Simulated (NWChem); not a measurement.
GaH3SO2; SMILES [OH][Ga]([OH])[SH]

```xyz
7

Ga     0.0066     0.3043     0.0000
O     -1.4818     1.2774     0.0000
H     -1.3570     2.2312     0.0000
O      1.6432     1.0091     0.0000
H      1.6859     1.9704     0.0000
S     -0.1615    -1.8724     0.0000
H      1.1833    -2.0177     0.0000
```
Atoms are numbered in this order, from 1.

Computed with NWChem. Pople sets run with spherical d functions. All runs use the structure optimised with PBE0/def2-SVP. Vzz is the largest principal value of the second derivative of the potential at the nucleus (NWChem prints the opposite sign); η is the asymmetry. Non-relativistic.

| level | Vzz Ga1 (a.u.) | η Ga1 | Vzz O4 (a.u.) | η O4 | Vzz S6 (a.u.) | η S6 | relative time |
|---|---|---|---|---|---|---|---|
| Hartree-Fock/6-31G* | 2.055 | 0.12 | 1.400 | 0.62 | -1.762 | 0.85 | 1 |
| Hartree-Fock/cc-pVTZ | 2.542 | 0.03 | 1.403 | 0.55 | -1.732 | 0.96 | 7 |
| PBE/cc-pVTZ | 1.888 | 0.04 | 1.293 | 0.63 | -1.748 | 0.67 | 10 |
| PBE/6-31G* | 1.413 | 0.13 | 1.264 | 0.70 | -1.899 | 0.58 | 2 |

The last column is a rough cost ratio, cheapest run = 1.
